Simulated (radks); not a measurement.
Pb II, configuration [Hg] 6p1. Calculated with a radial shooting solver on a logarithmic mesh with Libxc functionals: scalar-relativistic Kohn-Sham, r2SCAN, spin-polarised, spherical densities, finite nucleus; open shells are filled with parallel spins first (spin-orbit coupling, left out, can overturn this in heavy ions); meta-GGA in the generalised Kohn-Sham scheme; Fermi nuclear charge, rms radius 5.5012 fm.

Unscreened Slater integrals over Kohn-Sham orbitals (cm^-1). They are taken over the spin-up orbitals.

F0(6p,6p): 66815
F2(6p,6p): 36111
F0(6p,6s): 74554
G1(6p,6s): 45444
F0(6p,5d): 82865
F2(6p,5d): 25012
G1(6p,5d): 10113
G3(6p,5d): 8331.3
F0(6p,5p): 85100
F2(6p,5p): 18316
G0(6p,5p): 3027.9
G2(6p,5p): 4060.3
F0(6s,6s): 87148
F0(6s,5d): 103810
G2(6s,5d): 21748
F0(6s,5p): 108300
G1(6s,5p): 7898.0
F0(5d,5d): 152530
F2(5d,5d): 79249
F4(5d,5d): 52734
F0(5d,5p): 171760
F2(5d,5p): 86228
G1(5d,5p): 104910
G3(5d,5p): 65189
F0(5p,5p): 201620
F2(5p,5p): 108790

Derived for the open shells (J is the average intra-shell exchange parameter used in DFT+U). 6p: J = F2/5 = 7222 cm^-1.
